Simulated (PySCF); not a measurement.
## Excitation energy of In by level of theory

In [Kr] 4d10 5s2 5p1 (2P) → In [Kr] 4d10 5s1 5p2 (4P), as a difference of total energies. Computed with PySCF 2.14 in dyall-av2z (22s16p12d, 130 functions), with no relativity, point nucleus. Correlated levels: valence: [Kr] 4d10 frozen; virtual orbitals above 40 to 60 times the deepest correlated orbital energy dropped. The calculations carry no spin-orbit coupling.

```csv
method,excitation energy (eV),difference from reference (eV)
UHF,2.352,-1.998
MP2 (valence),2.932,-1.418
SCS-MP2 (valence),3.146,-1.204
CCSD (valence),3.203,-1.147
CCSD(T) (valence),3.219,-1.131
```

Reference: 4.350 eV (measured; NIST levels, between the centres of gravity of the two terms).

These non-relativistic numbers lack the scalar-relativistic shift.
